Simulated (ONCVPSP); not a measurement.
# An all-electron radial function and its pseudo partner (Au)

Columns: radius, all-electron u(r) and pseudo u(r) of the 5s shell (level -111.22 eV) of gold in the configuration [Kr] 4d10 4f14 5s2 5p6 5d9 6s2; BLYP, scalar-relativistic, ONCV scheme, ONCVPSP 4.0.1.

| r (bohr) | all-electron | pseudo |
| --- | --- | --- |
| 0.093 | 0.1866 | 0.1760 |
| 0.185 | 0.2079 | 0.3480 |
| 0.278 | -0.5813 | 0.5166 |
| 0.370 | -0.6122 | 0.6736 |
| 0.463 | -0.1034 | 0.8160 |
| 0.555 | 0.4792 | 0.9333 |
| 0.648 | 0.9215 | 1.0211 |
| 0.740 | 1.1658 | 1.0716 |
| 0.833 | 1.2485 | 1.0834 |
| 0.925 | 1.2171 | 1.0569 |
| 1.018 | 1.1177 | 0.9960 |
| 1.110 | 0.9869 | 0.9093 |
| 1.203 | 0.8454 | 0.8041 |
| 1.295 | 0.7104 | 0.6924 |
| 1.388 | 0.5863 | 0.5805 |
| 1.480 | 0.4790 | 0.4778 |
| 1.573 | 0.3868 | 0.3866 |
| 1.665 | 0.3107 | 0.3106 |
| 1.758 | 0.2474 | 0.2473 |
| 1.850 | 0.1965 | 0.1964 |
| 1.943 | 0.1551 | 0.1550 |
| 2.035 | 0.1223 | 0.1222 |
| 2.128 | 0.0959 | 0.0959 |
| 2.220 | 0.0752 | 0.0752 |
| 2.313 | 0.0587 | 0.0587 |
| 2.405 | 0.0459 | 0.0459 |

(1) How many radial nodes do the two functions have?

(2) At about which radius was the pseudo-wave matched?

(3) Where does each function peak?

(4) Is the pseudo-wave norm-conserving?

## Answers

(1) The all-electron 5s function has n − l − 1 = 4 (the table is too coarse to show those close to the nucleus); the pseudo-wave has 0, since the states of the same l below it are removed with the core.

(2) 1.65 bohr, where the columns begin to agree (steps of 0.09 bohr).

(3) Outermost all-electron maximum near 0.83 bohr, pseudo maximum near 0.83 bohr (to the table’s step).

(4) Yes: the ONCV scheme keeps the norm inside the radius equal to the all-electron one, which fixes the energy derivative of the logarithmic derivative at the level.
